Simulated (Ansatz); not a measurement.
Reaction (redistribution): `O[SiH2]O[SiH2]O` + `[F][Al]([F])[SH]` → `O[SiH2]O[SiH2]F` + `[OH][Al]([F])[SH]`

Program: Ansatz. Geometries: PBE0-D4/def2-TZVP. ΔE: electronic, gas phase. CBS: MP2 limit from def2 TZ/QZ plus the TZ coupled-cluster correction, frozen cores. DFT in def2-TZVPP. Each species was taken in one conformer, which may not be the lowest.

```
    level  ΔE (kJ/mol)
revPBE-D4          7.8
r2SCAN-D4          3.7
   revPBE          2.3
     BLYP          0.7
```

Q: What does CCSD(T)/CBS give? (Estimate.)

A: The calculation gave: +3.7 kJ/mol. The listed levels differ from it by 4.1, 0.0, -1.4, -3.0 kJ/mol.

Q: What do rigid-rotor, harmonic-oscillator terms from PBE0-D4/def2-TZVP frequencies (298.15 K, 1 bar) make of the CCSD(T)/CBS value? (An estimate is asked.)

A: The calculation gave: ΔZPE = -1.3 kJ/mol, ΔH = +3.0 kJ/mol, ΔS = 9 J/(mol·K), ΔG = +0.3 kJ/mol. Modes under 50 cm⁻¹ make the entropy rough.

Largest T1 diagnostic among the species: 0.012.

In def2-TZVPP, CCSD(T) changes the Hartree–Fock value by +5.6 kJ/mol (the triples alone add +0.9 kJ/mol) and MP2 by +5.8 kJ/mol. Leaving LDA and LC-ωPBE aside and taking each functional with its dispersion term where it has one, the values, not all of them listed here, spread over 5.9 kJ/mol, from B2PLYP to revPBE-D4.

CCSD(T)/CBS has its own doubt, a few kJ/mol and more with outer-core shells, so smaller differences from it don't rank the levels.
